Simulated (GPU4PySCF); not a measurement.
Computed IR spectrum (relative IR intensity) of a molecule C13H10N2. Coordinates come from a PBE-D3(BJ)/def2-TZVP optimisation. One conformer was computed; it need not be the lowest. All values below come from PBE-D3(BJ)/def2-TZVP in GPU4PySCF. No scaling factor is applied to the harmonic values.

ν (cm⁻¹): 420 (w), 465 (vw), 515 (w), 570 (w), 613 (vw), 687 (m), 700 (w), 726 (m), 746 (m), 787 (w), 813 (vw), 840 (vw), 871 (w), 886 (vw), 967 (w), 1008 (w), 1074 (w), 1130 (w), 1144 (vw), 1164 (vw), 1192 (m), 1220 (m), 1268 (m), 1280 (m), 1310 (vw), 1365 (w), 1382 (w), 1436 (s), 1446 (w), 1481 (s), 1490 (vs), 1588 (vw), 1600 (s), 1613 (vw), 3113 (vw), 3118 (w), 3123 (w), 3128 (w), 3131 (vw), 3133 (w), 3136 (vw) (against the strongest line: vs over 80 %, s over 45 %, m over 15 %, w over 4 %, vw less)

Problem. Identify the compound among the candidates.
A. Cc1ccc(-c2ccc(C#N)cn2)cc1
B. c1ccc(-n2cnc3ccccc32)cc1
C. C#Cc1nc(-c2ccccc2)cnc1C

Solution. B, c1ccc(-n2cnc3ccccc32)cc1
